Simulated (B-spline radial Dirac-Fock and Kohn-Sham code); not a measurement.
# EELS cross sections of the Rh N1 (4s) edge

System: atomic rhodium, [Kr] 4d8 5s1. The computed values come from a radial atomic solver: the first Born approximation with generalised oscillator strengths from a Dirac-Hartree-Slater potential (longitudinal and transverse terms; continuum final states only, so no white lines or fine structure). The edge is taken at 81.40 eV (tabulated value).

The run's input, task.json:

```json
{"items": [{
  "Z": 45,
  "q": 0,
  "cfg": [[1, 0, 2], [2, 0, 2], [2, 1, 6], [3, 0, 2], [3, 1, 6], [3, 2, 10], [4, 0, 2], [4, 1, 6], [4, 2, 8], [5, 0, 1]],
  "A": 103,
  "rrms": 4.4945,
  "do": "eels",
  "beams": [[60, 5], [60, 10], [60, 100], [80, 10], [80, 100], [100, 10], [100, 20], [120, 5], [120, 20], [120, 50], [120, 100], [200, 5], [200, 100], [300, 100]],
  "edges": {"N1": 81.4}
}]}
```

Run with: `python xray2_run.py task.json out`

Partial cross sections σ(β, Δ) in barn, integrated over a window Δ above the edge and up to the collection semi-angle β, for parallel illumination:

```csv
E₀ (kV),β (mrad),Δ = 25 eV,Δ = 50 eV,Δ = 100 eV,Δ = 200 eV,Δ = 300 eV
60,5,?,?,?,?,?
60,10,2660,4550,6960,9030,9780
60,100,8350,15900,24300,31800,35600
80,10,2360,4040,6200,8090,8810
80,100,6690,12700,19500,25600,28600
100,10,2170,3710,5690,7460,8140
100,20,3500,5920,8520,10900,11900
120,5,1500,2590,3990,5160,5590
120,20,3380,5760,8240,10400,11400
120,50,5000,9460,14400,18700,20600
120,100,5010,9510,14600,19200,21500
200,5,1300,2250,3490,4580,5000
200,100,3660,6940,10700,14100,15700
300,100,3000,5680,8760,11500,12900
```

Task: Give the row for 60 kV and 5 mrad.

Result: 1900 b for 25 eV, 3240 b for 50 eV, 4870 b for 100 eV, 6130 b for 200 eV, 6540 b for 300 eV.
